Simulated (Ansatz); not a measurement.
Relaxation of FGaH$_{7}$NO (11 atoms, charge 0, multiplicity 1), to a largest force component of 0.03 eV/Å in at most 50 steps.

Theory: RHF/def2-SVP in Ansatz.

```xyz
11
Properties=species:S:1:pos:R:3
Ga 0.759 -2.146 -0.288
F 1.632 -0.826 0.527
H 1.151 -2.316 -1.787
H -0.094 -3.029 0.671
H -1.325 0.587 -0.468
O -1.566 -0.137 -1.049
H 0.771 1.136 0.927
N 0.048 1.845 0.901
H -1.544 0.225 -1.922
H -0.315 1.943 1.834
H 0.482 2.719 0.654
```

**Question.** Where does it end, and by what steps?

**Answer.** It converged. After 8 steps the energy has fallen by 0.750 eV; O6 moved furthest, 0.68 Å. Joined: Ga1–O6.

```
step  energy less start (eV)  largest force component (eV/Å)  accepted
   0                  0.0000                           0.495       yes
   1                 -0.1372                           0.831       yes
   2                 -0.3677                           1.249       yes
   3                 -0.6276                           0.867       yes
   4                 -0.6895                           0.788       yes
   5                 -0.7438                           0.247       yes
   6                 -0.7493                           0.132       yes
   7                 -0.7493                           0.075       yes
   8                 -0.7504                           0.015       yes
```

```xyz
11
Properties=species:S:1:pos:R:3
Ga 0.396 -1.832 -0.430
F 1.513 -0.724 0.434
H 0.842 -2.128 -1.913
H -0.325 -2.830 0.544
H -0.779 0.497 -0.220
O -0.988 -0.310 -0.741
H 0.783 1.157 0.973
N -0.042 1.720 0.819
H -1.176 -0.051 -1.632
H -0.474 1.890 1.712
H 0.250 2.610 0.453
```

Whether the end is a true minimum wasn't checked by a vibrational analysis.

Run time: 17 s on 2 threads of Arm Neoverse V1, with other jobs on the host, peak memory 0.23 GiB.
